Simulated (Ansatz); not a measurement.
The cluster Ga₅F, relaxed as a singlet with RKS PBE-D4/def2-SVP in Ansatz, starting from the GFN1-xTB geometry. Force threshold 0.02 eV/Å.

The structure comes from a short search, and lower isomers may exist.

Start:

```xyz
6

Ga   -2.552    1.227    0.540
Ga    0.432   -0.909    0.656
Ga   -1.425   -0.575    2.221
Ga   -0.757    0.952   -1.071
Ga    1.752    0.356   -1.775
F     2.549   -1.052   -0.571
```

| step | energy (eV) | largest force component (eV/Å) | SCF passes |
| --- | --- | --- | --- |
| 1 | -264531.8368 | 1.460 | 38 |
| 2 | -264532.0816 | 0.501 | 29 |
| 3 | -264532.1572 | 0.471 | 24 |
| 4 | -264532.2538 | 0.517 | 30 |
| 5 | -264532.3311 | 0.389 | 29 |
| 6 | -264532.3679 | 0.145 | 24 |
| 7 | -264532.3737 | 0.039 | 23 |
| 8 | -264532.3744 | 0.013 | 22 |
| 9 | -264532.3750 | 0.021 | 22 |
| 10 | -264532.3757 | 0.037 | 22 |
| 11 | -264532.3763 | 0.043 | 24 |
| 12 | -264532.3766 | 0.023 | 22 |
| 13 | -264532.3767 | 0.016 | 21 |
| 14 | -264532.3768 | 0.006 | 22 |

Force components are those of the run's own axes.

End:

```xyz
6

Ga   -2.2609    0.8523    0.5936
Ga    0.3241   -0.4838    0.4725
Ga   -1.3183   -0.7496    2.3482
Ga   -0.6974    1.1657   -1.2729
Ga    1.8819    0.1941   -1.9185
F     2.0706   -0.9787   -0.2230
```

Bonds formed: Ga1–Ga2, Ga2–F6 (atoms count from 1). The end is the same structure that another start reached.

The force fell under the threshold at step 8, but the optimiser went on and released 0.002 eV more. No frequencies were taken in this run, so the end may be a saddle point.

It took 29 s on 4 threads of Arm Neoverse V2 on a shared host.
